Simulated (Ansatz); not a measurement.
Harmonic frequencies (cm⁻¹) at PBE0-D4/def2-TZVP from Ansatz: 116, 151, 206, 551, 611, 705, 789, 1177, 1190, 1227, 1484, 1493, 1501, 1927, 1963, 3002, 3066, 3082.

(1) Which molecule is it?
A. `C[O][AlH2]`
B. `[CH3][AlH][OH]`
C. `[NH2][Al]([NH2])[F]`
D. `[CH3][AlH][C]#N`

## Answers

(1) A.
